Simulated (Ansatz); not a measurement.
Reaction (ligand exchange at the Sn–C bond): `C[CH2][SnH]([F])[F]` + H–F → `[F][SnH]([F])[F]` + `CC`

Computed with Ansatz on PBE0-D4/def2-TZVP structures; ΔE is electronic, products minus reactants. CCSD(T)/CBS is the MP2 limit (def2-TZVPP, def2-QZVPP) plus CCSD(T) − MP2 in def2-TZVPP, frozen cores. This one scheme is used for every species. DFT in def2-TZVPP. Elements past krypton have def2 core potentials. For Sn outer-core shells are correlated without core-valence functions, which leaves a few kJ/mol of doubt a bond. One conformer a species, not always the lowest.

```csv
level,ΔE (kJ/mol),difference from CCSD(T)/CBS
LDA (SPW92),-46.0,4.5
r2SCAN-D4,-64.1,-13.6
PBE0-D4,-52.0,-1.5
r2SCAN0-D4,-58.3,-7.8
BHLYP-D4,-61.0,-10.5
ωB97X-V,-63.6,-13.1
B2PLYP,-64.0,-13.5
RPA@PBE/def2-TZVPP,-51.0,-0.5
MP2/def2-SVP,-68.8,-18.3
HF/def2-QZVPP,-84.7,-34.2
CCSD(T)/CBS,-50.5,0
```

Largest T1 diagnostic among the species: 0.015.

The D4 term adds +9.4 kJ/mol with B3LYP and +5.3 kJ/mol with PBE0; it sums over pairs of atoms, weighted by their polarisabilities, and B3LYP, whose exchange is more repulsive, gets the larger term. In def2-TZVPP, CCSD(T) changes the Hartree–Fock value by +30.2 kJ/mol (the triples alone add +2.1 kJ/mol) and MP2 by +35.1 kJ/mol. At CCSD(T), def2-SVP lies −15.2 kJ/mol from the extrapolated value and def2-TZVPP +0.4 kJ/mol.

B3LYP here is the variant with VWN-RPA as its local correlation; programs differ in this.
